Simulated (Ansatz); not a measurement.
Reaction (ligand exchange at the Si–O bond): `OB([SiH3])O[SiH3]` + `O=C(O)[SeH]` → `O=C([SeH])O[SiH3]` + `OB(O)[SiH3]`

Gas-phase electronic energies from Ansatz, PBE0-D4/def2-TZVP geometries. CCSD(T)/CBS is the MP2 limit (def2-TZVPP, def2-QZVPP) plus CCSD(T) − MP2 in def2-TZVPP, frozen cores. Functionals use def2-TZVPP. For Se outer-core shells are correlated without core-valence functions, which leaves a few kJ/mol of doubt a bond. Scalar relativity is left out up to krypton. Each species was taken in one conformer, which may not be the lowest.

`OB([SiH3])O[SiH3]`:

Z-matrix (Å, degrees):
```
Si
B 1 2.040
H 1 1.491 2 110.6
H 1 1.491 2 110.6 3 -118.4
H 1 1.486 2 111.5 3 120.8
O 2 1.366 1 123.9 3 59.3
O 2 1.357 1 117.6 3 -120.7
Si 6 1.650 2 134.9 1 -0.0
H 7 0.965 2 112.1 1 -180.0
H 8 1.482 6 108.3 2 120.2
H 8 1.486 6 110.2 2 -0.2
H 8 1.482 6 108.3 2 -120.6
```

`O=C(O)[SeH]`:

Cartesian coordinates in Å:
```
O 0.652 -1.151 -0.266
C 0.047 -0.194 0.107
O -0.512 -0.060 1.316
Se -0.293 1.407 -0.900
H -0.327 -0.877 1.802
H 0.433 0.875 -2.058
```

`O=C([SeH])O[SiH3]`:

Z-matrix (Å, degrees):
```
Si
O 1 1.702
H 1 1.478 2 110.0
H 1 1.478 2 110.0 3 123.7
H 1 1.479 2 102.4 3 -118.1
C 2 1.330 1 116.9 3 -61.8
Se 6 1.917 2 113.8 1 180.0
O 6 1.197 2 124.4 1 -0.0
H 7 1.467 6 94.7 2 0.0
```

`OB(O)[SiH3]`:

```xyz
9

O    -0.829   -1.356   -0.677
B    -0.104   -0.553    0.152
O     0.421   -0.959    1.343
Si    0.232    1.373   -0.407
H    -0.960   -2.261   -0.375
H     0.255   -1.875    1.588
H    -0.443    1.702   -1.691
H    -0.264    2.313    0.638
H     1.692    1.616   -0.571
```

Task: Is it downhill or uphill in electronic energy at CCSD(T)/CBS, and by how much? (Best estimate.)

Result: Ansatz gave: Uphill: ΔE = +4.6 kcal/mol.

Task: What do these levels give: PBE-D4, PBE0-D4, ωB97M-V, B2PLYP, r2SCAN, PBE0, HF/def2-TZVPP, SCS-MP2/def2-TZVPP, CCSD/def2-TZVPP, SCS-MP2/def2-QZVPP, HF/CBS(def2), CCSD/CBS(def2)? (Estimate.)

Result: The calculation gave: PBE-D4 4.8, PBE0-D4 5.2, ωB97M-V 5.0, B2PLYP 4.6, r2SCAN 5.2, PBE0 4.9, HF/def2-TZVPP 5.2, SCS-MP2/def2-TZVPP 4.5, CCSD/def2-TZVPP 4.6, SCS-MP2/def2-QZVPP 4.6, HF/CBS(def2) 5.2, CCSD/CBS(def2) 4.7 kcal/mol.

Largest T1 diagnostic among the species: 0.014.

In def2-TZVPP, CCSD(T) changes the Hartree–Fock value by −0.8 kcal/mol (the triples alone add −0.2 kcal/mol) and MP2 by −0.8 kcal/mol.
